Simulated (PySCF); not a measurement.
Point-charge models of `Clc1cpccn1` against its computed dipole.

Coordinates (GFN2-xTB, Å) and charges (e) from the PBE0/pcSseg-1 density (PySCF):

| atom | x | y | z | Mulliken | IAO | Hirshfeld | ESP-fitted |
| --- | --- | --- | --- | --- | --- | --- | --- |
| Cl1 | 2.368 | -1.824 | -0.055 | -0.0673 | -0.0240 | -0.0360 | -0.1032 |
| C2 | 1.036 | -0.716 | -0.017 | +0.1469 | +0.1354 | +0.0812 | +0.1875 |
| C3 | 1.315 | 0.627 | 0.144 | -0.3331 | -0.4182 | -0.1213 | +0.0221 |
| P4 | 0.079 | 1.840 | 0.198 | +0.5425 | +0.4532 | +0.1529 | -0.0632 |
| C5 | -1.313 | 0.818 | 0.005 | -0.4612 | -0.4158 | -0.1121 | -0.1109 |
| C6 | -1.242 | -0.552 | -0.136 | +0.1578 | +0.0142 | +0.0317 | +0.2145 |
| N7 | -0.141 | -1.283 | -0.149 | -0.3971 | -0.2702 | -0.1576 | -0.4100 |
| H8 | 2.346 | 0.936 | 0.241 | +0.1475 | +0.1849 | +0.0499 | +0.0858 |
| H9 | -2.286 | 1.289 | -0.002 | +0.1473 | +0.1749 | +0.0528 | +0.1142 |
| H10 | -2.153 | -1.130 | -0.251 | +0.1166 | +0.1657 | +0.0584 | +0.0630 |

Task: Compute μ = Σ q r for each scheme (1 e·Å = 4.803 D) and compare with the dipole of the full density.

Result: The full density gives (-1.30, 1.89, 0.13) D, 2.30 D in size; dipole vectors point from the negative to the positive end.

```tsv
scheme	μx	μy	μz	size (D)	share of the full size (%)	angle to the full dipole (°)
Mulliken	-0.86	5.04	0.49	5.13	223	25
IAO	-0.90	3.50	0.32	3.63	158	20
Hirshfeld	-0.71	1.70	0.14	1.85	81	12
ESP-fitted	-1.37	2.04	0.14	2.46	107	1
```

Task: Which set comes closest?

Result: Length of the difference vector: ESP-fitted 0.16 D, Hirshfeld 0.62 D, IAO 1.67 D, Mulliken 3.20 D. Closest: ESP-fitted. The schemes that divide the density aren't constrained to reproduce the dipole.

Task: What is left for the Hirshfeld atoms' own dipoles?

Result: The Hirshfeld atoms' densities add up to the full density, so μ = Σ q r + Σ (atomic dipoles). The atomic dipoles sum to (-1.30, 1.89, 0.13) − (-0.71, 1.70, 0.14) = (-0.59, 0.19, -0.01) D, 0.62 D in size.

Task: With the origin at the mean of the coordinates, (0.001, 0.000, -0.002) Å, which are the largest single terms, by size, of the Hirshfeld dipole along the direction of the full one?

Result: P4 +1.09, C5 -0.76, N7 +0.74, H9 +0.60, Cl1 +0.49 D; all 10 atoms together +1.81 D. The single terms depend on the origin, their sum doesn't.

Task: Give the size of the full dipole in other units.

Result: 2.30 D = 0.904 au = 0.478 e·Å = 7.67 × 10⁻³⁰ C·m.

Isolated species at its GFN2-xTB geometry, gas phase.
